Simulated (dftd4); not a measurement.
C$_{2}$H$_{6}$AlF, singlet, at a GFN2-xTB geometry (such geometries of metal compounds can be far from the true shape); D4 for b97d (dftd4).

Input for dftd4:
```
$ dftd4 mol.xyz --func b97d --charge 0 --json dftd4.json --noedisp --grad

# file mol.xyz
10

Al    -0.01873622     0.01128456    -0.01949987
C      1.82868265    -0.13941676    -0.74158589
H      2.23712794    -1.14909666    -0.65766910
H      2.53495403     0.51967783    -0.23045799
H      1.84292245     0.13399660    -1.80155726
C     -0.74425394    -0.52313267     1.75297945
H     -1.55785866    -1.24709688     1.64474875
H     -1.17283915     0.33536843     2.27920618
H      0.00348516    -0.96852525     2.41114294
F     -1.12786591     0.68936370    -1.05114186
```

Output, abridged:

```
                    ____  _____ _____     ____  _  _
      -------------|  _ \|  ___|_   _|---|  _ \| || |------------
     |             | | | | |_    | | ___ | | | | || |_           |
     |             | |_| |  _|   | ||___|| |_| |__   _|          |
     |             |____/|_|     |_|     |____/   |_|            |
     |             ===================================           |
     |            E. Caldeweyher, S. Ehlert & S. Grimme          |
     |          Mulliken Center for Theoretical Chemistry        |
     |                    University of Bonn                     |
      -----------------------------------------------------------

Rational (Becke-Johnson) damping: b97d-D4-ATM
---------------------
  s6         1.0000
  s8         1.6946
  s9         1.0000
  a1         0.2890
  a2         4.1341
 alp        16.0000
--------------------

Dispersion energy:      -2.1914350798014E-02 Eh

Gradient norm:           1.8642046728141E-03 Eh/a0
--------------------------------------------------
     #    Z           dE/dx      dE/dy      dE/dz
--------------------------------------------------
     1   13 Al   -2.981E-04  1.832E-04 -2.848E-04
     2    6 C     8.339E-04 -7.058E-05 -3.214E-04
     3    1 H     2.723E-04 -8.727E-05 -1.126E-04
     4    1 H     2.871E-04  3.575E-05 -7.018E-05
     5    1 H     2.489E-04 -1.437E-05 -1.379E-04
     6    6 C    -3.181E-04 -2.453E-04  8.054E-04
     7    1 H    -1.324E-04 -1.215E-04  2.179E-04
     8    1 H    -1.061E-04 -1.264E-05  2.615E-04
     9    1 H    -7.830E-05 -1.016E-04  3.017E-04
    10    9 F    -7.092E-04  4.343E-04 -6.596E-04
--------------------------------------------------

Virial:
--------------------------------------------------
      component           x          y          z
--------------------------------------------------
          x       8.869E-03 -6.937E-04 -3.339E-03
          y      -6.937E-04  1.516E-03 -2.336E-03
          z      -3.339E-03 -2.336E-03  8.257E-03
--------------------------------------------------

[Info] Dispersion results written to 'dftd4.txt'
[Info] JSON dump of results written to 'dftd4.json'
```
